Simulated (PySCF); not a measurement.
**Dipole response of Tc (technetium, neutral)**

[Kr] 4d5 5s2, high-spin 6S determinant. All numbers are calculated (PySCF 2.14, the non-relativistic Hamiltonian (point nucleus), in dyall-av2z). Coupled (time-dependent) response in atomic units; α is the mean over directions. A double-zeta set is small for polarisabilities.

| method | mean α (bohr³) | C₆ (like pair) | S(−4) |
| --- | --- | --- | --- |
| PBE0 | 103.4 | 1209 | 7013 |

S(−4) is the Cauchy moment in α(ω) = α(0) + S(−4) ω² + …

Reference α: 79 ± 10 bohr³ (recommended; Schwerdtfeger and Nagle, table of static dipole polarizabilities (2023 update)). Published C₆: 939.0 (Gould and Bucko (2016)).

α(iu) at PBE0:

```json
{"u (hartree)": "0", "α(iu) (bohr³)": "103.4"}
{"u (hartree)": "0.0500", "α(iu) (bohr³)": "89.46"}
{"u (hartree)": "0.100", "α(iu) (bohr³)": "67.12"}
{"u (hartree)": "0.200", "α(iu) (bohr³)": "37.68"}
{"u (hartree)": "0.300", "α(iu) (bohr³)": "23.99"}
{"u (hartree)": "0.500", "α(iu) (bohr³)": "13.07"}
{"u (hartree)": "0.750", "α(iu) (bohr³)": "8.083"}
{"u (hartree)": "1.00", "α(iu) (bohr³)": "5.710"}
{"u (hartree)": "1.50", "α(iu) (bohr³)": "3.391"}
{"u (hartree)": "2.00", "α(iu) (bohr³)": "2.269"}
{"u (hartree)": "3.00", "α(iu) (bohr³)": "1.222"}
{"u (hartree)": "5.00", "α(iu) (bohr³)": "0.5174"}
```

A single London oscillator, α(iu) = α/(1 + u²/ω²), gives C₆ = (3/4) ω α². Matching the computed C₆ needs ω = 4 × 1209 / (3 × 103.4²) = 0.151 hartree.

A non-relativistic calculation at this Z misses sizeable relativistic shifts.
